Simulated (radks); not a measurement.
Initial-state core-level shifts of the samarium ion Sm+ when its valence configuration changes from [Xe] 4f6 6s1. Method: scalar-relativistic Kohn-Sham, r2SCAN, spin-polarised, spherical densities, finite nucleus; open shells are filled with parallel spins first (spin-orbit coupling, left out, can overturn this in heavy ions); meta-GGA in the generalised Kohn-Sham scheme; Fermi nuclear charge, rms radius 5.0819 fm; computed with a radial shooting solver on a logarithmic mesh with Libxc functionals. Shifts are changes of the shell-averaged eigenvalues in eV (positive: less bound); the change of the density at the nucleus, which sets a Mossbauer isomer shift, is in e/bohr^3, on a base of 5.565e+05.

| valence | 2s | 3p | 3d | 4s | density at nucleus |
|---|---|---|---|---|---|
| 4f5 6s2 | -10.043 | -10.891 | -10.825 | -10.425 | +64.49 |
| 4f5 6s1 6p1 | -10.935 | -11.788 | -11.723 | -11.315 | +35.19 |
| 4f6 5d1 | +1.861 | +1.799 | +1.809 | +1.833 | -28.25 |
| 4f5 5d1 6s1 | -7.371 | -8.288 | -8.210 | -7.805 | +30.12 |
| 4f5 5d0.5 6s1 6p0.5 | -9.153 | -10.040 | -9.968 | -9.563 | +32.29 |
| 4f6 5d0.5 6s0.5 | +0.927 | +0.894 | +0.899 | +0.912 | -14.42 |
| 4f6 6p1 | -1.214 | -1.198 | -1.200 | -1.208 | -26.04 |
| 4f5.5 6s1 6p0.5 | -5.238 | -5.632 | -5.602 | -5.440 | +16.04 |
| 4f4 6s1 6p2 | -23.460 | -25.389 | -25.246 | -24.068 | +79.58 |
